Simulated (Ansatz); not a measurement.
InP₂⁻. The state is a quintet with charge -1. Geometry r2SCAN-D4/def2-TZVPD; atoms count from 1.

```
atom   x (Å)   y (Å)   z (Å)
 In1   1.222  -0.905   0.498
  P2  -0.925   0.583   0.760
  P3  -0.297   0.323  -1.258
```

In the def2 sets In takes a core potential; there is no spin–orbit coupling. The highest occupied level of the charge -1 quintet lies above zero (up to 0.75 eV). It is a level of α spin, whose loss leaves a quartet; that state wasn't run at this geometry and level. The electron is either unbound and held by the finite basis, or the level is raised by self-interaction error. At PBE0-D4/def2-TZVPD a singlet of charge -1 lies 2.51 eV below the quintet, each at its own geometry. The structure comes from a short search, and lower isomers may exist.

Q: Estimate the Mulliken populations from the PBE0/def2-TZVPD orbitals of Ansatz.

A: 
| atom | charge (e) | spin (α − β) |
| --- | --- | --- |
| In1 | -0.30 | 1.71 |
| P2 | -0.35 | 1.14 |
| P3 | -0.35 | 1.14 |
Mulliken values and Mayer orders depend strongly on the basis. With diffuse functions, as here, like atoms can get unlike values, and bond orders can come out too low or too high.

Q: Where does the spin sit?

A: Summed by element: In 1.71, P 2.29, of 4 unpaired in all. Largest on single atoms: In1 1.71, P2 1.14, P3 1.14.

Q: And the Mayer bond orders between bonded heavy atoms (over 0.3)?

A: In1–P2 0.89 (2.63 Å); In1–P3 0.89 (2.63 Å); P2–P3 1.49 (2.13 Å).
